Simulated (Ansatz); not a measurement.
Gas-phase electronic energies from Ansatz, PBE0-D4/def2-TZVP geometries. CCSD(T)/CBS is the MP2 limit (def2-TZVPP, def2-QZVPP) plus CCSD(T) − MP2 in def2-TZVPP, frozen cores. DFT in def2-TZVPP. B3LYP here is the variant with VWN-RPA as its local correlation; programs differ in this. HSE06 is defined as in plane-wave codes. For As, Ge outer-core shells are correlated without core-valence functions, which leaves a few kJ/mol of doubt a bond. Scalar relativity is left out up to krypton. Each species was taken in one conformer, which may not be the lowest.

`[GeH3][S]S[AsH2]` + `N[SiH2]C=O` → `N[SiH]([AsH2])C=O` + `S[S][GeH3]`  (formal exchange of groups at the As–S bond)

`[GeH3][S]S[AsH2]`:

```xyz
9

Ge   -1.465   -0.201   -1.288
S    -1.285   -0.756    0.867
S     0.028    0.714    1.463
As    2.012   -0.244    0.987
H    -0.066   -0.278   -1.919
H    -2.417   -1.224   -1.926
H    -2.024    1.224   -1.390
H     2.713    1.094    0.776
H     2.505   -0.327    2.429
```

`N[SiH2]C=O`:

```xyz
9

N     0.035    1.463    0.049
Si    0.330   -0.102    0.640
C    -0.293   -1.234   -0.783
O    -0.836   -0.760   -1.752
H     0.079    2.310    0.585
H    -0.513    1.546   -0.793
H    -0.408   -0.486    1.880
H     1.768   -0.398    0.896
H    -0.162   -2.340   -0.721
```

`N[SiH]([AsH2])C=O`:

Z-matrix (Å, degrees):
```
Si
As 1 2.366
C 1 1.926 2 103.9
N 1 1.709 2 113.4 3 -125.6
H 1 1.488 2 108.8 3 112.9
H 2 1.524 1 91.0 3 74.9
H 2 1.521 1 91.3 3 167.4
O 3 1.206 1 122.6 2 -114.6
H 3 1.120 1 118.2 2 64.2
H 4 1.008 1 119.1 2 50.7
H 4 1.009 1 119.2 2 -168.7
```

`S[S][GeH3]`:

Z-matrix (Å, degrees):
```
Ge
S 1 2.234
H 1 1.534 2 109.0
H 1 1.536 2 108.7 3 120.6
H 1 1.537 2 106.1 3 -120.0
S 2 2.058 1 99.3 3 -57.9
H 6 1.347 2 98.3 1 -89.0
```

| level | ΔE (kJ/mol) | difference from CCSD(T)/CBS |
| --- | --- | --- |
| LDA (SPW92) | -11.0 | -1.1 |
| PBE-D4 | -9.4 | 0.5 |
| revPBE-D4 | -7.3 | 2.6 |
| BLYP-D4 | -0.9 | 9.0 |
| r2SCAN-D4 | -10.8 | -0.9 |
| B97M-V | -6.8 | 3.1 |
| PBE0-D4 | -11.8 | -1.9 |
| B3LYP-D4 | -3.9 | 6.0 |
| r2SCANh-D4 | -11.4 | -1.5 |
| r2SCAN0-D4 | -12.2 | -2.3 |
| BHLYP-D4 | -4.4 | 5.5 |
| CAM-B3LYP-D4 | -7.1 | 2.8 |
| ωB97X-V | -10.2 | -0.3 |
| B2PLYP | -6.7 | 3.2 |
| PBE-QIDH | -12.0 | -2.1 |
| PBE | -10.7 | -0.8 |
| revPBE | -11.5 | -1.6 |
| BLYP | -4.3 | 5.6 |
| r2SCAN | -10.8 | -0.9 |
| PBE0 | -12.8 | -2.9 |
| r2SCANh | -11.5 | -1.6 |
| r2SCAN0 | -12.3 | -2.4 |
| HSE06 | -12.5 | -2.6 |
| BHLYP | -7.0 | 2.9 |
| CAM-B3LYP | -8.2 | 1.7 |
| LC-ωPBE | -15.5 | -5.6 |
| RPA@PBE/def2-TZVPP | -9.9 | 0.0 |
| HF/def2-SVP | -9.1 | 0.8 |
| MP2/def2-SVP | -10.6 | -0.7 |
| CCSD/def2-SVP | -11.6 | -1.7 |
| HF/def2-TZVPP | -6.5 | 3.4 |
| MP2/def2-TZVPP | -9.1 | 0.8 |
| CCSD/def2-TZVPP | -12.9 | -3.0 |
| CCSD(T)/def2-TZVPP | -11.8 | -1.9 |
| HF/def2-QZVPP | -6.1 | 3.8 |
| MP2/def2-QZVPP | -7.9 | 2.0 |
| SCS-MP2/def2-QZVPP | -5.6 | 4.3 |
| HF/CBS(def2) | -6.0 | 3.9 |
| MP2/CBS(def2) | -7.2 | 2.7 |
| CCSD/CBS(def2) | -11.0 | -1.1 |
| CCSD(T)/CBS | -9.9 | 0 |

Question: What do rigid-rotor, harmonic-oscillator terms from PBE0-D4/def2-TZVP frequencies (298.15 K, 1 bar) make of the CCSD(T)/CBS value? (Estimate.)

Answer: The calculation gave: ΔZPE = +0.3 kJ/mol, ΔH = -9.4 kJ/mol, ΔS = 1 J/(mol·K), ΔG = -9.8 kJ/mol. Modes under 50 cm⁻¹ make the entropy rough.

Largest T1 diagnostic among the species: 0.014.

Leaving LDA and LC-ωPBE aside and taking each functional with its dispersion term where it has one, the values spread over 11.3 kJ/mol, from r2SCAN0-D4 to BLYP-D4.
